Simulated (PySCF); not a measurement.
Highest harmonic wavenumber (cm⁻¹) of eight silicon and germanium compounds: PBE-D3(BJ) beside B3LYP-D3(BJ), computed with PySCF for isolated molecules in the bases named; differences from unrounded values. The eight are the first of their class met in an unordered collection, after screening for sound electronic states; none was chosen by its value. Each level has its own optimised geometry.

```tsv
molecule	basis	B3LYP-D3(BJ)	PBE-D3(BJ)	difference
silanone (H2OSi), SMILES O=[SiH2]	def2-TZVP	2239	2159	-79
CF₆Si, SMILES FC([Si](F)(F)F)(F)F	def2-SVP	1264	1210	-54
C3H10OSi, SMILES CC(C)[SiH2]O	def2-SVP	3877	3767	-109
2-silylpropan-2-ol (C₃H₁₀OSi), SMILES OC([SiH3])(C)C	def2-SVP	3753	3631	-122
Si(F)(Cl)(Et)(OH) (C2H6ClFOSi), SMILES CC[Si](O)(F)Cl	def2-SVP	3874	3766	-108
C2H6ClFSi2, SMILES [SiH2](/C=C(/[SiH3])Cl)F	def2-SVP	3138	3082	-57
CH₈FNOSi₂, SMILES C[Si@H](N)[Si@@H](O)F	def2-SVP	3858	3749	-109
C₂H₆N₂OSi, SMILES C[Si@@H](N)N=C=O	def2-SVP	3653	3577	-76
```

PBE-D3(BJ) lies below B3LYP-D3(BJ) in 8 and above it in 0 of the eight; the mean signed difference is -89 and the largest -122 cm⁻¹.
